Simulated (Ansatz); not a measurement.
`[OH][Ge]([OH])([OH])[Cl]`. Charge 0, multiplicity 1. The geometry is a stationary point of PBE0-D4/def2-TZVP. It is one conformer, not always the lowest.

```xyz
8

O     0.293   -1.626    0.529
Ge    0.025    0.006   -0.033
O    -1.648    0.181   -0.504
O     0.374    1.120    1.265
Cl    1.299    0.418   -1.711
H     1.213   -1.806    0.740
H    -1.877   -0.335   -1.282
H     0.322    2.041    0.996
```

(1) What is the dipole moment at PBE/def2-TZVPP? (Estimate.)

(2) And with r2SCAN, B3LYP, ωB97M-V? (Best estimate.)

(3) Give the Mulliken charges with PBE, ωB97M-V, r2SCAN in def2-TZVPP. (Estimate.)

## Answers

(1) Computed: 0.82 D, with components (0.49, 0.18, -0.63) D in this frame, pointing from negative to positive charge.

(2) Computed: r2SCAN 0.87 D, B3LYP 0.97 D, ωB97M-V 1.00 D.

(3) Ansatz gave: 
```csv
atom,PBE,ωB97M-V,r2SCAN
O1,-0.35,-0.38,-0.40
Ge2,0.76,0.88,0.91
O3,-0.35,-0.38,-0.40
O4,-0.35,-0.38,-0.40
Cl5,-0.29,-0.28,-0.31
H6,0.19,0.18,0.20
H7,0.19,0.18,0.20
H8,0.19,0.18,0.20
```

B3LYP here is the variant with VWN-RPA as its local correlation; programs differ in this.
